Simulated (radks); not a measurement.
Species: W60+. Configuration: [Ne] 3s2 3p2 (the NIST ground configuration). Method: scalar-relativistic Kohn-Sham, LDA (Slater exchange, VWN5 correlation), spin-polarised, spherical densities, finite nucleus; open shells are filled with parallel spins first (spin-orbit coupling, left out, can overturn this in heavy ions); Fermi nuclear charge, rms radius 5.3658 fm; computed with a radial shooting solver on a logarithmic mesh with Libxc functionals.

Normalised radial functions P(r) = r R(r), r in bohr:

| r | 2s down | 3p up |
|---|---|---|
| 0.001983 | 1.0928 | 0.0327 |
| 0.002753 | 1.3478 | 0.0563 |
| 0.003791 | 1.6098 | 0.0954 |
| 0.005221 | 1.8485 | 0.1603 |
| 0.007247 | 2.0013 | 0.2685 |
| 0.009981 | 1.9581 | 0.4334 |
| 0.01374 | 1.5938 | 0.6746 |
| 0.01908 | 0.7600 | 1.0021 |
| 0.02628 | -0.5266 | 1.3531 |
| 0.03618 | -2.0727 | 1.5973 |
| 0.05023 | -3.3912 | 1.4744 |
| 0.06917 | -3.7677 | 0.7116 |
| 0.09526 | -2.9920 | -0.6910 |
| 0.1322 | -1.5729 | -2.1566 |
| 0.1821 | -0.5049 | -2.5940 |
| 0.2508 | -0.0828 | -1.7581 |
| 0.3482 | -0.0050 | -0.6099 |
| 0.4794 | -0.0001 | -0.0953 |

2s down: eigenvalue -16627.0 eV, 1 radial node at r = 0.0233 bohr, <r> = 0.0767 bohr, 90 % of the charge inside 0.119 bohr. 3p up: eigenvalue -6292.0 eV, 1 radial node at r = 0.0824 bohr, <r> = 0.181 bohr, 90 % of the charge inside 0.269 bohr.
